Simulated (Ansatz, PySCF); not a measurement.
Ga(F)(Me)(OH) (CH4FGaO), SMILES [CH3][Ga]([OH])[F].

Coordinates come from a PBE0-D3(BJ)/def2-SVP optimisation. The structure was generated by enumeration; whether it is a known compound was not checked. Other conformers were not sampled.

Vertical ionisation energy (IE) and electron affinity (EA) in eV. Rows of orbital energies are one-electron estimates. Where ΔSCF, EOM or ADC give a negative EA the extra electron is unbound and the value depends on the basis.

| level | IE | EA |
|---|---|---|
| −ε(HOMO), −ε(LUMO), B3LYP/def2-TZVP (PySCF) | 8.78 | 0.77 |
| −ε(HOMO), −ε(LUMO), PBE/def2-TZVP (PySCF) | ? | ? |
| ΔSCF, CAM-B3LYP/def2-SVPD (Ansatz), final states of multiplicity 2 and 2 | 11.78 | -0.49 |
| ΔSCF, PBE/def2-SVPD (Ansatz), final states of multiplicity 2 and 2 | 11.02 | -0.31 |

Question: Fill in the missing entries. (The exact figures need the calculation; the answer reports its results.)

Answer: 
- −ε(HOMO), −ε(LUMO), PBE/def2-TZVP (PySCF), IE: 7.36
- −ε(HOMO), −ε(LUMO), PBE/def2-TZVP (PySCF), EA: 1.30

Question: What vertical singlet–triplet gap does ΔSCF give with CAM-B3LYP/def2-SVPD (Ansatz, a program for electronic structure) and with PBE/def2-SVPD (Ansatz)? (The exact figures need the calculation; the answer reports its results.)

Answer: 6.88 and 6.03 eV (triplet above singlet where positive).
